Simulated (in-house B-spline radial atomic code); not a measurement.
## Binding energies in Ce³⁺

NIST's tabulated ground configuration is [Xe] 4f1; each binding energy is the energy of the ion with one electron taken from that subshell, relaxed, less that of the parent. All numbers are computed (Dirac-Hartree-Fock, average of configuration; Fermi nucleus of rms radius 4.8771 fm) with a B-spline radial code for spherical atoms, not measured. Energies include first-order Breit, QED and recoil terms.

| subshell | X-ray name | binding energy (eV) | -ε (eV) | relaxation (eV) |
| --- | --- | --- | --- | --- |
| 1s | K | 40476.1 | 40702.1 | 69.9 |
| 2s | L1 | 6590.3 | 6644.9 | 37.4 |
| 2p1/2 | L2 | 6200.4 | 6258.4 | 41.3 |
| 2p3/2 | L3 | 5759.3 | 5810.3 | 39.6 |
| 3s | M1 | 1476.1 | 1495.8 | 16.6 |
| 3p1/2 | M2 | 1311.4 | 1331.4 | 17.3 |
| 3p3/2 | M3 | 1223 | 1241.2 | 16.6 |
| 3d3/2 | M4 | 938 | 957.3 | 18.4 |
| 3d5/2 | M5 | 919.6 | 938.2 | 18.2 |
| 4s | N1 | 334.9 | 341.3 | 5.8 |
| 4p1/2 | N2 | 271.8 | 277.9 | 5.6 |
| 4p3/2 | N3 | 252.8 | 258.4 | 5.3 |
| 4d3/2 | N4 | 147.2 | 152.2 | 4.9 |
| 4d5/2 | N5 | 144 | 148.7 | 4.8 |
| 5s | O1 | 72.97 | 73.84 | 0.78 |
| 5p1/2 | O2 | 53.07 | 53.82 | 0.70 |
| 5p3/2 | O3 | 50.11 | 50.75 | 0.62 |
| 4f | N6,7 | 34.98 | 37.65 | 2.81 |

Relaxation = -ε minus the binding energy without Breit, QED and recoil terms.

Emission lines follow as differences of binding energies, with λ = 12398.42 eV·Å / E:

| line | holes | energy (eV) | wavelength (Å) |
| --- | --- | --- | --- |
| K-L3 | 1s → 2p3/2 | 34716.8 | 0.35713 |
| K-L2 | 1s → 2p1/2 | 34275.7 | 0.36173 |
| K-M3 | 1s → 3p3/2 | 39253.1 | 0.31586 |
| L3-M5 | 2p3/2 → 3d5/2 | 4839.7 | 2.5618 |
| L2-M4 | 2p1/2 → 3d3/2 | 5262.4 | 2.356 |
| L1-M3 | 2s → 3p3/2 | 5367.3 | 2.31 |
| L3-M1 | 2p3/2 → 3s | 4283.2 | 2.8947 |
| L2-N4 | 2p1/2 → 4d3/2 | 6053.2 | 2.0482 |

(1) What screening constant σ does Moseley's law, E = (3/4)·13.6057 eV·(Z - σ)², need for K-L3?

Moseley's non-relativistic formula needs a falling, then negative, screening constant for heavy elements, because relativity binds the 1s electron more strongly than the formula allows.

(2) What does it cost to remove both a 3d3/2 and a 4s electron?

(3) What does it cost to remove both a 2s and a 5p3/2 electron?

(4) What does it cost to remove both a 2p3/2 and a 4d5/2 electron?

## Answers

(1) σ = -0.33.

(2) 1303.7 eV, which is 30.79 eV more than the two single binding energies together.

(3) 6655.9 eV, which is 15.49 eV more than the two single binding energies together.

(4) 5932 eV, which is 28.73 eV more than the two single binding energies together.
